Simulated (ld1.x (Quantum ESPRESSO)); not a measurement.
antimony (Sb): variants of one TM potential

Base potential:

```json
{
  "Element": "antimony",
  "Generator": "ld1.x (Quantum ESPRESSO) 7.5",
  "Type": "norm-conserving Troullier–Martins (Kleinman–Bylander form)",
  "Functional": "PBE",
  "Relativity": "fully relativistic",
  "Frozen core": "[Kr]",
  "Valence charge": "15",
  "Reference configuration": "4d10 5s2 5p3",
  "Partial waves": "5p (bound): rc 2.00 bohr; 4d (bound): rc 1.45 bohr; 5s (bound): rc 1.85 bohr",
  "Local potential": "the s channel",
  "Core correction": "Bessel-smoothed model core, default radius (core density twice the valence density)"
}
```

Open shells are filled in proportion to 2j + 1 (rel_dist='average').

Cutoffs, loose and tight: the cutoffs (Ry, on a coarse ladder) from which the occupation-weighted sum of valence levels, in a spherical-Bessel basis at the reference potential, stays within 10 and 1 mRy of its value at 400 Ry. They do not see the model core or the augmentation charge, which bear on the density cutoff. Test errors are all-electron minus pseudo excitation energies from the reference, over the configurations 4d10 5s2 5p2; 4d10 5s2 5p1; 4d10 5s2 5p0; 4d10 5s2 5p3.3; 4d9 5s2 5p3; 4d10 5s2 5p2.5; 4d10 5s1 5p0. A dash means not determined; rows that change the core or the reference have their own tests. The largest error is taken over the tests solved by every variant that gives reliable tests at all: 4d10 5s1 5p0; 4d10 5s2 5p0; 4d10 5s2 5p1; 4d10 5s2 5p2; 4d10 5s2 5p2.5; 4d10 5s2 5p3.3.

A true bound ghost makes a file unfit for plane-wave use even where its test errors are small: the radial tests pick states by their node count and pass the ghost by.

Cutoffs are not given where the Bessel-basis levels miss the radial ones by over 6 mRy, ghosts where they miss by over 20 mRy; a channel whose overlap is not positive is not tested.

```csv
change,outcome,"cutoff, loose","cutoff, tight",bound ghosts,largest test error (meV)
base,generated,90 Ry,160 Ry,none,-13
wave 4d (bound): rc 1.45 bohr becomes 4d (bound): rc 1.10 bohr,generated,110 Ry,180 Ry,none,-13
"all radii but the core radius scaled by about 0.78 (s 1.44, p 1.56, d 1.12 bohr)",generated,110 Ry,180 Ry,"p3/2, p1/2",+43
type TM semilocal; scalar-relativistic; local potential the p channel,generated,90 Ry,160 Ry,none,-28
"core [Ar] 3d10, valence charge 23; reference 4s2 4p6 4d10 5s2 5p3; waves now 4s (bound): rc 0.80 bohr; 4d (bound): rc 0.95 bohr; 4p (bound): rc 1.30 bohr; local potential the p channel; core correction none","generated, misses its reference levels by 5.81 eV",–,–,not determined,-4042
```

**Question.** What comes out with this change to the base: functional PW91?

**Answer.** outcome: generated; cutoff, loose: 90 Ry; cutoff, tight: 160 Ry; bound ghosts: none; largest test error (meV): -10.

**Question.** What comes out with this change to the base: reference 4d10 5s2 5p2?

**Answer.** outcome: generated; cutoff, loose: 90 Ry; cutoff, tight: 160 Ry; bound ghosts: none; largest test error (meV): -486.
